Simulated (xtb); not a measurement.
SbBr2, SMILES [Br][Sb+][Br] (connectivity only; charge and spin as stated), charge +1, multiplicity 1. All values are semi-empirical tight-binding results from xtb (GFN2-xTB unless named), good for trends rather than for accurate numbers. Geometry optimised at GFN2-xTB. The spin state was assumed, not searched. The isomer is the one that the SMILES or the coordinates give; other isomers of the formula were not compared.

Optimised geometry:

Bonded distances (Å): Sb1–Br2 2.482, Sb1–Br3 2.482. Angles (°): Br2–Sb1–Br3 97.6.
Charge +1, spin multiplicity 1.

For metal compounds this method's bond lengths and energies can be far off.

Computed properties:
```
Property                                       Result
-------------------------------------  --------------
point group as xtb finds it                       C2v
orbital gap                                   1.73 eV
zero-point energy                        0.8 kcal/mol
G − E(el) at 298.15 K (modified RRHO)  -19.1 kcal/mol
```

### Question
Give the atomic charges and the Wiberg bond orders between heavy atoms. (The exact figures need the calculation; the answer reports its results.)

### Answer
charges (e) Sb1 0.66, Br2 0.17, Br3 0.17. Bond orders Sb1–Br2 1.61, Sb1–Br3 1.61.
